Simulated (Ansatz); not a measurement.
A nudged elastic band was laid between two geometries of GeH$_{3}$S (5 atoms, charge 0, multiplicity 2).

Theory: UHF/def2-mTZVP (Ansatz).

```yaml
movable_images: 5
climbing_image: yes
spring: 5.0 eV/Å²
optimiser: quadratic models (default)
start_path: through a guess of the saddle point
force_threshold: 0.03 eV/Å
iteration_limit: 35
end_points: relaxed
```

Image 0:

```xyz
5
Properties=species:S:1:pos:R:3
S 1.135 -0.847 0.602
Ge -0.397 0.667 -0.003
H 0.282 -1.794 1.007
H -1.371 0.070 -1.038
H 0.401 1.831 -0.610
```

Image 6:

```xyz
5
Properties=species:S:1:pos:R:3
S 1.817 -0.972 -0.391
Ge -0.127 0.065 0.009
H -0.640 -0.526 1.325
H -1.109 -0.213 -1.130
H 0.109 1.571 0.146
```

(1) What changes between the two ends?

(2) Give the energies along the band, and the barrier.

(3) What is the geometry of the highest image?

Answers

(1) Bonds broken: S1–H3. Bonds formed: Ge2–H3.

(2) The run converged. The highest image is number 4 of 0 to 6, 171.7 kJ/mol above the first end and 185.8 kJ/mol above the last; the last end lies 14.1 kJ/mol below the first. Neighbouring images differ by up to 1.4 eV, so the band resolves the path poorly. A vibrational analysis at the climbing image gives one clearly imaginary mode, 1922i cm⁻¹: a first-order saddle point.

| image | path coordinate (Å) | energy (kJ/mol) | S1–H3 (Å) | Ge2–H3 (Å) |
| --- | --- | --- | --- | --- |
| 0 | 0.00 | 0.0 | 1.34 | 2.75 |
| 1 | 0.49 | 3.3 | 1.34 | 2.75 |
| 2 | 0.99 | 7.5 | 1.33 | 2.66 |
| 3 | 1.48 | 58.1 | 1.35 | 2.18 |
| 4 | 1.98 | 171.7 | 1.68 | 1.72 |
| 5 | 2.56 | 36.4 | 2.39 | 1.54 |
| 6 | 3.14 | -14.1 | 3.03 | 1.53 |

(3) 
```xyz
5
Properties=species:S:1:pos:R:3:forces:R:3
S 1.398 -1.144 0.200 0.02 -0.02 0.00
Ge -0.262 0.260 -0.127 -0.02 0.02 0.00
H 0.059 -0.827 1.164 0.00 0.01 0.00
H -1.233 -0.104 -1.247 0.00 0.00 0.00
H 0.089 1.742 -0.031 0.00 -0.01 0.00
```

Time of the run: 3.5 min on 1 thread of Intel(R) Xeon(R) Processor @ 2.50GHz (Skylake/Cascade Lake), on a shared host, peak memory 0.17 GiB.
